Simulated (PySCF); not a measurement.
rubidium atom (Rb), doublet (core potentials on Rb); DF-HF/def2-TZVPD (PySCF).

The PySCF input:
```python
from pyscf import gto, scf
import numpy

mol = gto.Mole()
mol.atom = '''
    Rb    0.00000000    0.00000000    0.00000000
'''
mol.basis = 'def2-tzvpd'
mol.ecp = {'Rb': 'def2-tzvpd'}
mol.spin = 1
mol.verbose = 4
mol.build()
print('smallest overlap eigenvalue', numpy.linalg.eigvalsh(mol.intor('int1e_ovlp'))[0])

mf = scf.UHF(mol)
mf = mf.density_fit(auxbasis='def2-universal-jkfit')
mf = scf.addons.remove_linear_dep_(mf, threshold=1e-3, lindep=1e-3)
mf.kernel()
```

It wrote (shortened):

```
PySCF version 2.14.0

[INPUT] verbose = 4
[INPUT] num. atoms = 1
[INPUT] num. electrons = 9
[INPUT] charge = 0
[INPUT] spin (= nelec alpha-beta = 2S) = 1
[INPUT] symmetry False subgroup None
[INPUT] Mole.unit = angstrom
[INPUT] Symbol           X                Y                Z      unit          X                Y                Z       unit  Magmom
[INPUT]  1 Rb     0.000000000000   0.000000000000   0.000000000000 AA    0.000000000000   0.000000000000   0.000000000000 Bohr   0.0

nuclear repulsion = 0
number of shells = 13
number of NR pGTOs = 43
number of NR cGTOs = 33
basis = def2-tzvpd
ecp = {'Rb': 'def2-tzvpd'}
input.py:17: DeprecationWarning: remove_linear_dep_ is deprecated and will be removed in a future release. Linear dependency handling is now built into the SCF procedure by default. Linear dependency removal can be controlled using the following settings:
  pyscf.scf.hf.remove_overlap_zero_eigenvalue = True
  pyscf.scf.hf.overlap_zero_eigenvalue_threshold = 1e-6

  mf = scf.addons.remove_linear_dep_(mf, threshold=1e-3, lindep=1e-3)
smallest overlap eigenvalue 0.027595087747512313

******** <class 'pyscf.df.df_jk.DFUHF'> ********
method = DFUHF
initial guess = minao
damping factor = 0
level_shift factor = 0
DIIS = <class 'pyscf.scf.diis.CDIIS'>
diis_start_cycle = 1
diis_space = 8
diis_damp = 0
SCF conv_tol = 1e-09
SCF conv_tol_grad = None
SCF max_cycles = 50
direct_scf = False
number electrons alpha = 5  beta = 4
Set gradient conv threshold to 3.16228e-05
******** <class 'pyscf.df.df.DF'> ********
auxbasis = def2-universal-jkfit
init E= -20.9849474709212

cycle= 1 E= -23.7922962308721  delta_E= -2.81  |g|= 0.232  |ddm|= 1.61
cycle= 2 E= -23.8023843403471  delta_E= -0.0101  |g|= 0.0173  |ddm|= 0.323
cycle= 3 E= -23.8025352693707  delta_E= -0.000151  |g|= 0.00199  |ddm|= 0.0902
cycle= 4 E= -23.8025580543453  delta_E= -2.28e-05  |g|= 0.000959  |ddm|= 0.041
cycle= 5 E= -23.8025658400792  delta_E= -7.79e-06  |g|= 0.000286  |ddm|= 0.0324
cycle= 6 E= -23.8025664965492  delta_E= -6.56e-07  |g|= 4.55e-05  |ddm|= 0.0111
cycle= 7 E= -23.8025665027045  delta_E= -6.16e-09  |g|= 7.1e-06  |ddm|= 0.000836
cycle= 8 E= -23.8025665028204  delta_E= -1.16e-10  |g|= 4.35e-07  |ddm|= 0.000116
Extra cycle  E= -23.802566502821  delta_E= -6.18e-13  |g|= 1.52e-07  |ddm|= 7.09e-06
converged SCF energy = -23.802566502821  <S^2> = 0.75035591  2S+1 = 2.0003559
```
